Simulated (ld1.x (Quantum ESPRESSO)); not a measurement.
## I (Z = 53): excitation energies, all-electron against TM

```
Element                 : I
Generator               : ld1.x (Quantum ESPRESSO) 7.5
Type                    : norm-conserving Troullier–Martins (Kleinman–Bylander form)
Functional              : Wu–Cohen
Relativity              : scalar-relativistic
Frozen core             : [Kr]
Valence charge          : 17
Reference configuration : 4d10 5s2 5p3 (charge +2)
Partial waves           : 5p (bound): rc 2.05 bohr; 4d (bound): rc 1.35 bohr; 4f channel at 0.4 Ry: rc 1.70 bohr; 5s (bound): rc 1.75 bohr
Local potential         : the s channel
Core correction         : none
```

Energies are relative to the spin-unpolarised reference configuration 4d10 5s2 5p3; without spin polarisation the order of configurations can differ from experiment.

| valence configuration | charge | ΔE all-electron (eV) | error AE − PS (meV) |
| --- | --- | --- | --- |
| 4d10 5s2 5p5 | 0 | -31.058 | +21 |
| 4d10 5s2 5p4 | +1 | -19.902 | +9.6 |
| 4d10 5s2 5p2 | +3 | 29.420 | -2.4 |
| 4d10 5s2 5p5.3 | -0.3 | -32.842 | +24 |
| 4d10 5s1 5p6 | 0 | -20.603 | +9.9 |
| 4d9 5s2 5p6 | 0 | 14.735 | -630 |

(1) What are ΔE and the potential's error for 4d10 5s2 5p1?

Levels in the configuration 4d10 5s2 5p1:

```json
{"level": "4d", "all-electron (eV)": "-95.042", "pseudo (eV)": "-94.749"}
{"level": "5s", "all-electron (eV)": "-57.684", "pseudo (eV)": "-57.643"}
{"level": "5p", "all-electron (eV)": "-44.792", "pseudo (eV)": "-44.765"}
```

Answers

(1) ΔE = 68.968 eV all-electron; the error (AE − PS) is +6.0 meV.
